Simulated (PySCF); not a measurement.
C3H3BO3S.
Atom-mapped SMILES: `[O:1]=[CH:2][C:3](=[C:4]=[S:5])[B:6]([OH:7])[OH:8]` (hydrogens: H9 on C2; H10 on O7; H11 on O8)

Method: PBE0-D3(BJ)/def2-SVP geometry optimisation, gas phase (PySCF 2.14.0); density fitting, grid level 1; the optimiser is geomeTRIC in internal coordinates, started from a GFN2-xTB structure with every atom displaced at random (about 0.01 Å).

The end geometry, which sets the zero of energy:
```
atom  x, y, z in Å
O1      0.2428    1.7570    1.4207
C2      0.9132    1.2998    0.5141
C3      0.5142    0.1270   -0.2678
C4      1.2705   -0.3217   -1.2585
S5      2.1361   -0.8581   -2.4198
B6     -0.8531   -0.6048    0.0784
O7     -1.2005   -1.7003   -0.6417
O8     -1.6192   -0.1187    1.0723
H9      1.8835    1.7740    0.2437
H10    -2.0461   -2.0568   -0.3470
H11    -1.1853    0.6676    1.4669
```

Task: These geometries come from the run, each turned onto the end geometry. Order them by energy, lowest first.
A.
```
atom  x, y, z in Å
O1      0.2839    1.7610    1.4499
C2      0.9328    1.2858    0.5353
C3      0.5134    0.1319   -0.2596
C4      1.2346   -0.2925   -1.2871
S5      2.0820   -0.8231   -2.4646
B6     -0.8542   -0.6000    0.0760
O7     -1.1494   -1.7375   -0.6030
O8     -1.6705   -0.0855    1.0193
H9      1.9355    1.7055    0.2994
H10    -1.9869   -2.1057   -0.2986
H11    -1.2652    0.7250    1.3942
```
B.
```
atom  x, y, z in Å
O1      0.2597    1.7503    1.4411
C2      0.9244    1.2940    0.5282
C3      0.5192    0.1269   -0.2625
C4      1.2542   -0.3154   -1.2702
S5      2.1034   -0.8499   -2.4437
B6     -0.8472   -0.6061    0.0837
O7     -1.1728   -1.7174   -0.6233
O8     -1.6393   -0.1034    1.0505
H9      1.9004    1.7588    0.2648
H10    -2.0210   -2.0735   -0.3364
H11    -1.2250    0.7006    1.4291
```
C.
```
atom  x, y, z in Å
O1      0.2033    1.6966    1.4030
C2      0.9151    1.2879    0.5107
C3      0.5220    0.1136   -0.2633
C4      1.2832   -0.3195   -1.2627
S5      2.1279   -0.8303   -2.4525
B6     -0.8537   -0.5987    0.0814
O7     -1.1846   -1.7190   -0.6030
O8     -1.6179   -0.0849    1.0603
H9      1.8937    1.7687    0.2730
H10    -2.0481   -2.0541   -0.3347
H11    -1.1851    0.7047    1.4489
```
D.
```
atom  x, y, z in Å
O1      0.2488    1.7423    1.4306
C2      0.8930    1.3133    0.5197
C3      0.5302    0.1572   -0.2800
C4      1.3107   -0.3111   -1.2598
S5      2.0452   -0.9755   -2.4308
B6     -0.8402   -0.5798    0.0783
O7     -1.1606   -1.6621   -0.6559
O8     -1.5842   -0.1131    1.0652
H9      1.8523    1.8013    0.2663
H10    -2.0032   -2.0694   -0.3953
H11    -1.2360    0.6619    1.5231
```

Result: B (0.004 eV), A (0.017 eV), C (0.036 eV), D (0.109 eV).

In the order of the answer:

| step | E above end (eV) | largest force (eV/Å) | rms force component (eV/Å) | rms distance from end (Å) | rms bond change (Å) | bond most changed (Å) |
| --- | --- | --- | --- | --- | --- | --- |
| 5 | 0.004 | 0.16 | 0.051 | 0.033 | 0.001 | C2–C3 +0.002 |
| 2 | 0.017 | 0.38 | 0.113 | 0.073 | 0.002 | B6–O8 +0.004 |
| 3 | 0.036 | 0.94 | 0.240 | 0.036 | 0.003 | C2–C3 -0.005 |
| 0 | 0.109 | 2.05 | 0.680 | 0.063 | 0.014 | B6–O8 -0.025 |

What follows is the cost of the whole optimisation. Hardware: Arm Neoverse V1, one thread (shared host). Cost: 72 s of wall time, 0.52 GiB resident at most.
